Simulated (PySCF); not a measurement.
B₂ClH₄N.
SMILES: `ClBNB`

Computed with TDDFT B3LYP/def2-SVPD, vertical, gas phase, core orbitals frozen in the response (PySCF). One conformer (not necessarily the lowest) at the PBE0-D3(BJ)/def2-SVP geometry, without solvent, vibrations or thermal averaging. Torsions of this conformer, `[BH2:1][NH:2][BH:3][Cl:4]`: B1–N2–B3–Cl4 180°.

Broadening: Gaussians 0.3 eV wide at half height, area fixed by f = 4.319×10⁻⁹ ∫ε dν̃. The width is an assumption, not a result. The curve ends short of the highest state used, and states not computed would add to its high-energy end.

```
E (eV)  ε (L mol⁻¹ cm⁻¹)
  5.51                 0
  5.55                 1
  5.59                 2
  5.63                 5
  5.67                11
  5.71                22
  5.75                38
  5.79                61
  5.83                88
  5.87               115
  5.91               136
  5.95               145
  5.99               141
  6.03               124
  6.07               100
  6.11                73
  6.15                50
  6.19                37
  6.23                41
  6.27                85
  6.31               219
  6.35               550
  6.39              1274
  6.43              2681
  6.47              5117
  6.51              8853
  6.55             13881
  6.59             19721
  6.63             25388
  6.67             29616
  6.71             31305
  6.75             29983
  6.79             26022
  6.82             21932
  6.86             16018
  6.90             10601
  6.94              6357
  6.98              3454
  7.02              1701
  7.06               759
  7.10               307
  7.14               113
  7.18                38
  7.22                14
  7.26                 8
  7.30                10
  7.34                15
  7.38                23
  7.42                33
  7.46                41
  7.50                49
  7.54                57
  7.58                72
  7.62               109
  7.66               196
  7.70               376
```

(1) Locate the maxima and give the states behind the curve.

(2) On this curve, what absorbance would a 10⁻⁵ mol/L sample give at 193 nm over a 1 cm path?

(3) Coming from long wavelengths, where does ε first pass 100 L mol⁻¹ cm⁻¹?

Answers

(1) 208 nm (5.96 eV), ε about 150, made up of S1 (100%); 185 nm (6.71 eV), ε about 31000, made up of S3 (100%) (ε in L mol⁻¹ cm⁻¹; maxima over ε = 5, shares over 10%). At its high-energy end, 7.70 eV, the curve is still rising (ε about 380, from S6). The states used: S1 5.96 eV (f 0.0016); S2 6.30 eV (f 0.0000); S3 6.71 eV (f 0.348); S4 7.53 eV (f 0.0005); S5 7.66 eV (f 0.0000); S6 7.98 eV (f 0.042); S7 8.03 eV (f 0.0002); S8 8.14 eV (f 0.078); S9 8.25 eV (f 0.0002); S10 8.30 eV (f 0.0044).

(2) 193 nm is 6.424 eV, where ε is about 2400 L mol⁻¹ cm⁻¹, so A = ε c l ≈ 0.024 (Beer–Lambert, with the gas-phase spectrum and the assumed width).

(3) At about 212 nm (5.85 eV), 0.11 eV below S1.

All these states lie below the vertical ionisation energy of 11.25 eV (ΔSCF).
